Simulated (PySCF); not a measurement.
# Ionisation energy of Sn²⁺ by level of theory

Sn²⁺ [Kr] 4d10 5s2 (1S) → Sn³⁺ [Kr] 4d10 5s1 (2S), as a difference of total energies. Calculation: PySCF 2.14, in aug-cc-pVTZ-DK3; the spin-free X2C one-electron Hamiltonian (Gaussian nucleus). Correlated levels: valence: [Kr] 4d10 frozen. The calculations carry no spin-orbit coupling.

```json
{"method": "UHF", "ionisation energy (eV)": "28.528", "error (eV)": "-1.978"}
{"method": "LDA", "ionisation energy (eV)": "31.151", "error (eV)": "+0.645"}
{"method": "PBE", "ionisation energy (eV)": "30.673", "error (eV)": "+0.167"}
{"method": "PBE0", "ionisation energy (eV)": "30.332", "error (eV)": "-0.174"}
{"method": "r2SCAN", "ionisation energy (eV)": "30.294", "error (eV)": "-0.212"}
{"method": "wB97X-V", "ionisation energy (eV)": "30.229", "error (eV)": "-0.277"}
{"method": "BP86", "ionisation energy (eV)": "30.825", "error (eV)": "+0.319"}
{"method": "wB97M-V", "ionisation energy (eV)": "30.374", "error (eV)": "-0.132"}
{"method": "r2SCANh", "ionisation energy (eV)": "30.233", "error (eV)": "-0.273"}
{"method": "MP2 (valence)", "ionisation energy (eV)": "29.197", "error (eV)": "-1.309"}
{"method": "SCS-MP2 (valence)", "ionisation energy (eV)": "29.331", "error (eV)": "-1.175"}
```

Reference: 30.506 eV (measured; NIST Atomic Spectra Database, ionization energies).

Errors of the correlated levels include the incompleteness of this basis and the frozen core.

MP2 underrates the near-degeneracy of ns² with np² in the lower species.
